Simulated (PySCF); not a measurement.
Radial density of Nb⁺ (niobium, charge +1)

BLYP, [Kr] 4d3 5s1, high-spin 5F determinant (an excited configuration). Computed with PySCF 2.14 in aug-cc-pVDZ-PP with ECP28MDF (5s5p4d2f, 54 functions), with scalar relativity through the core potential. This is the valence pseudo-density: the core potential removes the inner electrons and smooths the orbitals near the nucleus.

| r (bohr) | 4πr²ρ (e/bohr) | 4πr²(ρα − ρβ) |
| --- | --- | --- |
| 0.0504 | 2.473e-05 | 0.0000 |
| 0.0847 | 8.263e-05 | 0.0000 |
| 0.143 | 0.0005019 | 0.0001 |
| 0.240 | 0.006680 | 0.0015 |
| 0.403 | 0.1759 | 0.0290 |
| 0.678 | 3.471 | 0.3922 |
| 1.14 | 9.671 | 1.4665 |
| 1.92 | 3.541 | 1.5896 |
| 3.23 | 0.7444 | 0.7053 |
| 5.43 | 0.07600 | 0.0759 |
| 9.13 | 0.0002868 | 0.0003 |
| 15.4 | 1.202e-05 | 0.0000 |

Energies and moments cover only the electrons outside the core potential.
